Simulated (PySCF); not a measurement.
Molecule: TaH$_{5}$, net charge 1, doublet state. The spin state was set by rule; other spins were not relaxed. 
Coordinates optimised at B3LYP-D3(BJ)/def2-TZVP (Ansatz):
```
Ta
H 1 1.7341
H 1 1.7451 2 106.36
H 1 1.7451 2 106.36 3 121.53
H 2 1.8458 1 68.26 3 119.24
H 5 0.8031 2 132.73 1 0.00
```
Charge +1, spin multiplicity 2.

Dispersion corrections to the total energy (kcal/mol) from the dftd3 and dftd4 libraries through PySCF: D3(BJ) without and D4 with the three-body term, each with the damping fitted for the functional named.

```
functional  D3(BJ)     D4
----------  ------  -----
HSE06        -1.12  -0.67
B3LYP            ?  -1.39
LC-wPBE      -1.59  -0.97
revPBE       -3.80  -2.53
PBE0             ?  -0.72
B2GP-PLYP    -1.64  -0.35
B2PLYP       -1.50      ?
```

**Question.** Some entries are withheld; supply them.

**Answer.** 
- B3LYP, D3(BJ): -2.99
- PBE0, D3(BJ): -1.40
- B2PLYP, D4: -0.59
